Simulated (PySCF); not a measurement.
**Ru²⁺: excitation energy**

Ru²⁺ [Kr] 4d6 (5D) → Ru²⁺ [Kr] 4d5 5p1 (7P), as a difference of total energies. All numbers are calculated (PySCF 2.14, scalar relativity through the core potential, in aug-cc-pwCVDZ-PP with ECP28MDF (6s6p5d3f, 70 functions)). Correlated levels: valence: 4s2 4p6 frozen; valence and next inner shell: nothing frozen outside the core potential. The calculations carry no spin-orbit coupling.

| method | excitation energy (eV) |
| --- | --- |
| UHF | 8.351 |
| LDA | 9.041 |
| PBE | 9.098 |
| PBE0 | 9.161 |
| r2SCAN | 8.720 |
| CAM-B3LYP | 9.415 |
| wB97M-V | 9.362 |
| M06-2X | 9.993 |
| r2SCAN0 | 8.888 |
| MP2 (valence) | 9.049 |
| SCS-MP2 (valence) | 9.551 |
| MP2 (valence and next inner shell) | 8.724 |
| SCS-MP2 (valence and next inner shell) | 8.992 |

Q: How much does correlation contribute at MP2 (valence and next inner shell)?

A: 8.724 − (8.351) = 0.373 eV, measured against UHF.
